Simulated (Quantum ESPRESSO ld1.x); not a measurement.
The numbers below are computed, except where a source is named.
All-electron atom: Ar+ in [Ne] 3s2 3p4 4f1 (not the ground configuration). Level of theory: non-relativistic Kohn-Sham, exchange-only LDA, spin-polarised, spherical densities, point nucleus; open shells are filled with parallel spins first (ld1.x of Quantum ESPRESSO 7.5).

X-ray form factor f0, the Fourier transform of the density (f0(0) = 17):

sin(theta)/lambda (1/angstrom)  f0 (electrons)
0.05                                    15.857
0.1                                     14.882
0.15                                    13.798
0.2                                     12.540
0.25                                    11.319
0.3                                     10.243
0.4                                      8.634
0.5                                      7.597
0.6                                      6.849
0.8                                      5.582
1                                        4.409
1.25                                     3.217
1.5                                      2.407
2                                        1.606
